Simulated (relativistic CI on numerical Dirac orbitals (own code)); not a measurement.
**d1 to d9 in one octahedral field**

Computed with a parametric ligand-field model without spin-orbit coupling, by exact diagonalisation: B = 640, C = 3010, 10Dq = 28700 cm⁻¹ (Oh; |10Dq|/B = 44.8) for every shell. Energies in cm⁻¹; the field energy is (0.6 n_e − 0.4 n_t2) × 10Dq of the ground term; g labels are left out.

| Shell | Ground term | Electrons in e | Field energy | First spin-allowed bands | Lowest term of other spin |
| --- | --- | --- | --- | --- | --- |
| d1 | 2T2 | 0.000 | -11480 | 2E 28700 |  |
| d2 | 3T1 | 0.012 | -22616 | 3T2 27203, 3T1 35305 | 1T2 10109 |
| d3 | 4A2 | 0.000 | -34440 | 4T2 28700, 4T1 35754 | 2E 14035 |
| d4 | 3T1 | 0.021 | -45328 | 3E 25903, 3T1 26678 | 1T2 8651 |
| d5 | 2T2 | 0.038 | -56311 | 2A2 25051, 2T1 25266 | 4T1 14698 |
| d6 | 1A1 | 0.030 | -68014 | 1T1 26579, 1T2 35489 | 3T1 20226 |
| d7 | 2E | 1.021 | -51069 | 2T1 26413, 2T2 27159 | 4T1 14465 |
| d8 | 3A2 | 2.000 | -34440 | 3T2 28700, 3T1 35754 | 1E 11055 |
| d9 | 2E | 3.000 | -17220 | 2T2 28700 |  |

Low spin: d4, d5, d6, d7; the other shells keep the spin of the free ion. Only d4 to d7 can choose; the field needed to pair spins is smallest for d6 and largest for d5, which loses most exchange energy. In the strong-field picture 10Dq must exceed about 6B + 5C = 18890 (d4), 7.5B + 5C = 19850 (d5), 2.5B + 4C = 13640 (d6) and 4B + 4C = 14600 (d7); mixing of terms shifts these bounds somewhat.
